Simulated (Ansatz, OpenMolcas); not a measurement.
## C3H10OSi (trimethylsilanol): methods side by side

C3H10OSi: 15 atoms, total charge 0, spin state singlet. SMILES: `C[Si](C)(C)O`. The coordinates come from a PBE0-D4/def2-TZVP relaxation. This is one conformer, not always the lowest.

Quantity: the vertical energy of the triplet above the singlet, in eV. The values are calculated.

```
                               level                    kind     program  value (eV)  less CCSD(T)/6-31G*  CPU time (all runs)
   BLYP/6-31G* (spherical functions)                     GGA      Ansatz        7.03                -1.08                 53 s
    PBE/6-31G* (spherical functions)                     GGA  OpenMolcas        7.02                -1.09                4 min
 r2SCAN/6-31G* (spherical functions)                meta-GGA  OpenMolcas        7.37                -0.74              5.6 min
   PBE0/6-31G* (spherical functions)           global hybrid      Ansatz        7.55                -0.56                 46 s
  B3LYP/6-31G* (Cartesian functions)           global hybrid  OpenMolcas        7.45                -0.66              4.3 min
  HSE06/6-31G* (spherical functions)  range-separated hybrid      Ansatz        7.53                -0.58                 49 s
RPA@PBE/6-31G* (spherical functions)                     RPA      Ansatz        7.63                -0.48                 87 s
CCSD(T)/6-31G* (spherical functions)   coupled cluster or CI      Ansatz        8.11                 0.00              4.9 min
```

CCSD(T)/6-31G* (spherical functions) is the highest level here, not the true value. The values span 7.02 to 8.11 eV. A triplet this far above the singlet is often a Rydberg-like or dissociative state; sets without diffuse functions put Rydberg states too high. CPU times are rough (shared hosts, several kinds of processor and program).
